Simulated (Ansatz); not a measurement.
Input file for Ansatz (an electronic-structure program): R-r2SCAN/def2-TZVPP on H2OZn (SMILES [OH][ZnH]), atoms moved off the minimum.

Ansatz 0.2 input:
```yaml
crystal:
  periodic: [false, false, false]
  atoms:
    - {symbol: Zn, position_ang: [-0.37152388, -0.14462492, -0.04283918]}
    - {symbol: H, position_ang: [-1.77247841, -0.67340825, -0.14824707]}
    - {symbol: O, position_ang: [1.35079489, 0.38981659, 0.10434179]}
    - {symbol: H, position_ang: [1.54687365, 1.28130346, 0.23690097]}
basis:
  gaussian:
    orbitals: def2-TZVPP
hamiltonian:
  xc: {name: r2SCAN}
scf: {lower_state_search: off}
output: {forces: true}
```

It printed:

```
WARN ansatz: RAYON_NUM_THREADS=1 ignored (pool sized by the plan → 1); use --threads N
Functional definition: r2SCAN
these checks for a lower state are left out or cut short: stability, starts, cluster_reference, orbital_swaps, neighbouring_geometries, increment
integrals: 0.04 GiB planned
768 factors; their error is unknown
mean field: 0.34 GiB planned
mean field evaluation 1: about -50490.3564 eV, gradient 7.9e1 eV
mean field evaluation 2: about -50378.8335 eV, gradient 2.2e2 eV
mean field evaluation 4: about -50497.9306 eV, gradient 3.5e1 eV
mean field evaluation 8: about -50499.1653 eV, gradient 7.7e-2 eV
mean field evaluation 16: about -50499.1542 eV, gradient 9.3e-5 eV
mean field -50499.15419157 eV, -1855.8096869842 hartree, gradient 3.2e-6 eV, S^2 0.000000; 0 other end points of the search recorded, 0 dependent functions left out
the calculation of the forces begins
reference -50499.15420422 eV, -1855.8096874491 hartree; 20, 20 occupied and 103, 103 virtual orbitals, 768 factors
Total energy: -50499.15420422 eV, -1855.8096874491 hartree
Atom 0 at    -0.371524    -0.144625    -0.042839 Å, force     0.732697     0.336313     0.119979 eV/Å
Atom 1 at    -1.772478    -0.673408    -0.148247 Å, force     0.119022     0.012152    -0.017812 eV/Å
Atom 2 at     1.350795     0.389817     0.104342 Å, force    -1.200669    -2.440213    -0.404913 eV/Å
Atom 3 at     1.546874     1.281303     0.236901 Å, force     0.348950     2.091747     0.302747 eV/Å
Dipole moment:    -0.230547     0.184144     0.009569 e Å
Checks for a lower state left out: stability, starts, cluster_reference, orbital_swaps, neighbouring_geometries, increment
```

The run converged.

Cost: very roughly 4 core-seconds.
